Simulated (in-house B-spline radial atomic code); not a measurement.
Results of a calculation; reference values are marked as such.
Ghost states of the separable form: W

W, [Xe] 4f14 5d4 6s2, non-relativistic LDA (VWN5) (a model for so heavy an element), spherical and spin-unpolarised, from an all-electron radial atomic-structure program (B-spline basis) (atomic units; all potentials screened as in the neutral atom).

Troullier-Martins channels: 6s (ε = -0.1814, r_c = 2.862 bohr), 5d (ε = -0.2206, r_c = 1.476 bohr). In the Kleinman-Bylander form one channel serves as the local potential, and each other channel l becomes |δV u><u δV|/<u|δV|u>, with δV = V_l − V_local and u the pseudo-orbital. Its strength is E_KB = <u|δV²|u>/<u|δV|u>. By the analysis of Gonze, Stumpf and Scheffler a spurious state lies below the reference level ε if E_KB > 0 and ε is above the second level of the local potential alone, or if E_KB < 0 and ε is above its first. The table's levels are those of angular momentum l in a sphere of 9 bohr, whose wall can lift a shallow ε a little above its free-atom value.

```tsv
local	channel	<u δV u>	<u δV² u>	ε	first local level	second local level
s	d	-1.9587	8.0076	-0.2206	0.0656	0.3123
d	s	0.18033	0.46238	-0.1804	-3.3426	-0.4813
```

Q: Apply the rule to each row.

A: Local s, channel d: E_KB = -4.09, so ε = -0.2206 is set against 0.0656: no ghost. Local d, channel s: E_KB = +2.56, so ε = -0.1804 is set against -0.4813: a ghost.

Diagonalising the separable Hamiltonian gives:

| local | channel | three lowest levels | all-electron, two lowest valence levels |
| --- | --- | --- | --- |
| s | d | -0.2206, 0.1133, 0.4239 | -0.2206, 0.1111 |
| d | s | -1.8985, -0.1804, 0.1087 | -0.1804, 0.1095 |

Q: Which choices of local channel are safe?

A: Free of ghosts: s. With d local the s channel has a ghost 1.72 hartree below ε, since the local potential binds more than one state below ε, and a repulsive term of rank one raises each level at most to the next, so it clears only one of them. Among the safe choices the second level, which tests transfer, is off by at most 2.1 millihartree (s local).
